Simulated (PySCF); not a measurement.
Species: C6H5OPS.
Atom-mapped SMILES: `[CH:1]#[C:2][c:3]1[cH:4][o:5][c:6]([S:7][CH3:8])[p:9]1`

Geometry (GFN2-xTB, Å), atoms numbered from 1 in this order:
```xyz
14
C6H5OPS angstrom
C      4.2672    0.0825    0.0352
C      3.0678    0.0408   -0.0103
C      1.6676   -0.0217   -0.1083
C      0.8060    0.2306    0.9157
O     -0.4966    0.1152    0.6170
C     -0.6628   -0.2345   -0.6666
S     -2.3066   -0.4263   -1.2321
C     -3.2257   -0.0452    0.2881
P      0.7748   -0.4475   -1.6017
H      5.3136    0.1236    0.0919
H      1.0297    0.5098    1.9295
H     -3.0035    0.9700    0.6024
H     -4.2758   -0.1420    0.0339
H     -2.9562   -0.7557    1.0634
```

Probes without a nucleus sit at each ring's centroid and 1 Å off its mean plane on both sides; NICS is minus the shielding there, NICSzz its component along the normal. Level: GIAO PBE0/pcSseg-1 (PySCF, non-relativistic, gas phase) on the GFN2-xTB geometry, one conformer.

Ring bond lengths (Å), with Mayer bond orders in brackets: C3–C4 1.362 (1.57), C4–O5 1.341 (1.04), O5–C6 1.341 (1.04), C6–P9 1.728 (1.40), P9–C3 1.791 (1.07).

What do the NICS probes read (ppm)?

```tsv
ring	type	NICS(0)	NICS(1), two faces	NICS(1)zz, two faces	rms pucker (Å)	centre to ring atoms, mean (Å)
C3–C4–O5–C6–P9	5-membered ring with O and P; formal bonds all aromatic	-10.9	-9.6 / -9.6	-20.9 / -20.9	0.00	1.28
```

What do they say, and how far can they be read as aromaticity?

- C3–C4–O5–C6–P9: mean NICS(1)zz -20.9 ppm, shielded.

How equal are the bonds by HOMA? HOMA takes Krygowski's 1993 parameters.

- C3–C4–O5–C6–P9: HOMA 0.37; the largest term is that of P9–C3, α(R − Ropt)² = 1.03.

What field does 1 T along the ring normal induce along that normal at the first NICS(1) probe listed for ring C3–C4–O5–C6–P9, 1 Å off the ring?

NICSzz × B0 = -20.9 ppm × 1 T = -21 μT, against the applied field.
